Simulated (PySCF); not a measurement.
# Simulated absorption spectrum

Compound: C5H2FN.
SMILES: `N#C/C=C1C=C/1F`

Computed, not measured: PySCF, TDDFT PBE0/def2-SVPD, vertical, gas phase, core orbitals frozen in the response. Isolated species at its GFN2-xTB geometry, gas phase.

Computed states:

```
state  E (eV)       f
   S1    4.78   0.043
   S2    5.84  0.0008
   S3    6.24  0.0024
   S4    6.30   0.527
   S5    6.86  0.0001
   S6    6.98  0.0000
```

Each state is given a Gaussian of 0.4 eV full width at half maximum, with ε(max) = 2.175×10⁸ f / Δν̃ (Δν̃ the width in cm⁻¹). The width is an assumption, not a result. The curve ends short of the highest state used, and states not computed would add to its high-energy end.

(1) What does the envelope look like, and where are its maxima?

(2) Coming from long wavelengths, where does ε first pass 100 L mol⁻¹ cm⁻¹?

(3) Does any computed singlet lie in the visible range?

(4) On this curve, what absorbance would a 10⁻⁴ mol/L sample give at 222 nm over a 1 cm path?

Answers

(1) 
```json
{"λ (nm)": "194.3", "ε (L mol⁻¹ cm⁻¹)": "31649"}
{"λ (nm)": "197.3", "ε (L mol⁻¹ cm⁻¹)": "35553"}
{"λ (nm)": "200.2", "ε (L mol⁻¹ cm⁻¹)": "29482"}
{"λ (nm)": "203.1", "ε (L mol⁻¹ cm⁻¹)": "18681"}
{"λ (nm)": "206.1", "ε (L mol⁻¹ cm⁻¹)": "9009"}
{"λ (nm)": "209.0", "ε (L mol⁻¹ cm⁻¹)": "3564"}
{"λ (nm)": "211.9", "ε (L mol⁻¹ cm⁻¹)": "1175"}
{"λ (nm)": "214.8", "ε (L mol⁻¹ cm⁻¹)": "345"}
{"λ (nm)": "217.8", "ε (L mol⁻¹ cm⁻¹)": "99"}
{"λ (nm)": "220.7", "ε (L mol⁻¹ cm⁻¹)": "34"}
{"λ (nm)": "223.6", "ε (L mol⁻¹ cm⁻¹)": "14"}
{"λ (nm)": "226.6", "ε (L mol⁻¹ cm⁻¹)": "6"}
{"λ (nm)": "229.5", "ε (L mol⁻¹ cm⁻¹)": "5"}
{"λ (nm)": "232.4", "ε (L mol⁻¹ cm⁻¹)": "13"}
{"λ (nm)": "235.4", "ε (L mol⁻¹ cm⁻¹)": "44"}
{"λ (nm)": "238.3", "ε (L mol⁻¹ cm⁻¹)": "122"}
{"λ (nm)": "241.2", "ε (L mol⁻¹ cm⁻¹)": "288"}
{"λ (nm)": "244.2", "ε (L mol⁻¹ cm⁻¹)": "598"}
{"λ (nm)": "247.1", "ε (L mol⁻¹ cm⁻¹)": "1050"}
{"λ (nm)": "250.0", "ε (L mol⁻¹ cm⁻¹)": "1614"}
{"λ (nm)": "253.0", "ε (L mol⁻¹ cm⁻¹)": "2214"}
{"λ (nm)": "255.9", "ε (L mol⁻¹ cm⁻¹)": "2673"}
{"λ (nm)": "258.8", "ε (L mol⁻¹ cm⁻¹)": "2897"}
{"λ (nm)": "261.8", "ε (L mol⁻¹ cm⁻¹)": "2833"}
{"λ (nm)": "264.7", "ε (L mol⁻¹ cm⁻¹)": "2520"}
{"λ (nm)": "267.6", "ε (L mol⁻¹ cm⁻¹)": "2054"}
{"λ (nm)": "270.6", "ε (L mol⁻¹ cm⁻¹)": "1524"}
{"λ (nm)": "273.5", "ε (L mol⁻¹ cm⁻¹)": "1057"}
{"λ (nm)": "276.4", "ε (L mol⁻¹ cm⁻¹)": "682"}
{"λ (nm)": "279.4", "ε (L mol⁻¹ cm⁻¹)": "404"}
{"λ (nm)": "282.3", "ε (L mol⁻¹ cm⁻¹)": "229"}
{"λ (nm)": "285.2", "ε (L mol⁻¹ cm⁻¹)": "122"}
{"λ (nm)": "288.2", "ε (L mol⁻¹ cm⁻¹)": "60"}
{"λ (nm)": "291.1", "ε (L mol⁻¹ cm⁻¹)": "29"}
{"λ (nm)": "294.0", "ε (L mol⁻¹ cm⁻¹)": "13"}
{"λ (nm)": "297.0", "ε (L mol⁻¹ cm⁻¹)": "6"}
```

Maxima: 260 nm (4.78 eV), ε about 2900, made up of S1 (100%); 197 nm (6.30 eV), ε about 36000, made up of S4 (100%) (ε in L mol⁻¹ cm⁻¹; maxima over ε = 5, shares over 10%).

(2) At about 286 nm (4.34 eV), 0.44 eV below S1.

(3) No computed singlet lies in the visible range (380 to 750 nm); the lowest, at 260 nm, stands 1.51 eV above its violet end (3.26 eV).

(4) 222 nm is 5.585 eV, where ε is about 23 L mol⁻¹ cm⁻¹, so A = ε c l ≈ 0.0023 (Beer–Lambert, with the gas-phase spectrum and the assumed width).
